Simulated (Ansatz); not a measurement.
`C[N]1C[S][GaH]1` at its PBE0-D4/def2-TZVP geometry, where that method's forces vanish. Charge 0, multiplicity 1.

```xyz
11

C     0.7757   -0.9922    0.7623
N     0.1333    0.0995    0.0947
C    -0.9834   -0.1924   -0.7720
S    -1.5098    1.4483   -1.4188
Ga    0.1974    1.9153   -0.0966
H     0.0849   -1.5362    1.4222
H     1.1954   -1.7200    0.0532
H     1.5968   -0.6213    1.3785
H    -0.7100   -0.8370   -1.6174
H    -1.8266   -0.6526   -0.2408
H     1.0462    3.0885    0.4348
```

(1) What forces (eV/Å) does r2SCAN-D4/def2-TZVPP give on these atoms in Ansatz? (Estimate.)

Answers

(1) Ansatz gave: 
```
C1   0.101 -0.176  0.106
N2   0.100  0.149  0.061
C3  -0.099 -0.172 -0.057
S4  -0.089  0.166 -0.095
Ga5  0.076  0.163  0.040
H6  -0.004 -0.002 -0.003
H7  -0.004 -0.002 -0.003
H8  -0.017 -0.001 -0.013
H9   0.009 -0.010 -0.003
H10 -0.002 -0.008  0.011
H11 -0.072 -0.108 -0.044
```
